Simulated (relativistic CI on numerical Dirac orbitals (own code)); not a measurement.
## Slater and spin-orbit integrals, Pt²⁴⁺

Computed by Dirac-Coulomb-Breit CI, KLI orbitals optimised for each configuration, QED by a radiative potential, unscaled Slater integrals (own radial code, finite nucleus).

Slater integrals F^k, G^k are unscaled and averaged over j, outside the closed core [Ar] 3d10 4p6 4d10; ζ comes from projecting the Hamiltonian with its Breit term on Σ l·s of the shell.

- 4s2 4f8: F^2(4f,4f) = 236530, F^4(4f,4f) = 153160, F^6(4f,4f) = 111670, ζ(4f) = 9590.9 cm⁻¹; <r>(4f) = 0.4366, <r^2>(4f) = 0.2206 (bohr units).
- 4s2 4f7 5s: F^2(4f,4f) = 239200, F^4(4f,4f) = 155000, F^6(4f,4f) = 113050, ζ(4f) = 9837.7, G^3(4f,5s) = 35611 cm⁻¹; <r>(4f) = 0.4325, <r^2>(4f) = 0.2164, <r>(5s) = 0.7767, <r^2>(5s) = 0.6718 (bohr units).
- 4s2 4f6 5s2: F^2(4f,4f) = 242080, F^4(4f,4f) = 157000, F^6(4f,4f) = 114550, ζ(4f) = 10087 cm⁻¹; <r>(4f) = 0.4281, <r^2>(4f) = 0.2119 (bohr units).

Averages of the first 5 configurations, taken without configuration mixing, which lowers the lowest level and can move excited configurations by several eV; other configurations of the list can lie among them:

| Configuration | Parity | States | Average energy above the lowest level (eV) |
| --- | --- | --- | --- |
| 4s2 4f8 | even | 3003 | 23.3 |
| 4s2 4f7 5s | odd | 6864 | 107.5 |
| 4s2 4f6 5s2 | even | 3003 | 201.5 |
| 4s2 4f7 6s | odd | 6864 | 372.8 |
| 4f10 | even | 1001 | 1364.3 |
